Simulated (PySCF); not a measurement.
# Diatomics of Be with the third period

PBE0 with triple-zeta basis sets in PySCF, for the lowest determinant that a PBE0 search found; no spin–orbit coupling. De refers to high-spin ground-configuration atoms. A positive dipole means M(−)Be(+).

| M | basis | state (unpaired electrons) | Re (Å) | ωe (cm⁻¹) | De (eV) | μ (D) |
| --- | --- | --- | --- | --- | --- | --- |
| Na | def2-TZVP | doublet (σ ↑) | 2.901 | 220 | 0.36 | -2.75 |
| Mg | def2-TZVP | singlet (closed shell) | 3.051 | 168 | 0.17 | -0.56 |
| Al | def2-TZVP | doublet (π ↑) | 2.414 | 384 | 0.78 | 0.30 |
| Si | def2-TZVPP | triplet (π ↑↑) | 2.122 | 576 | 1.64 | 1.84 |
| P | pcseg-2 | quartet (σ ↑, π ↑↑) | 2.065 | 622 | 1.60 | 0.61 |
| S | x2c-TZVPPall | singlet (closed shell) | 1.742 | 1017 | 3.41 | 5.27 |
| Cl | def2-TZVPP | doublet (σ ↑) | 1.813 | 828 | 4.21 | 0.81 |

The shortest bond is that of BeS (1.742 Å), the longest that of MgBe (3.051 Å). BeCl is bound most strongly (4.21 eV) and MgBe least (0.17 eV).

The rows differ in basis set, which adds steps of its own.

The state changes along the series, so neighbouring rows are not always alike in their bonding.

Closed-shell solutions of metal pairs were not tested for spin polarisation, which can lower them a little. Weak bonds: MgBe, NaBe. Basis-set superposition, not corrected here, can be much of De in a small basis, most of all at correlated wavefunction levels. Functionals without a dispersion term scatter widely for such bonds, and LDA overbinds them. States were picked by a PBE0 search and need not be the measured ground states.
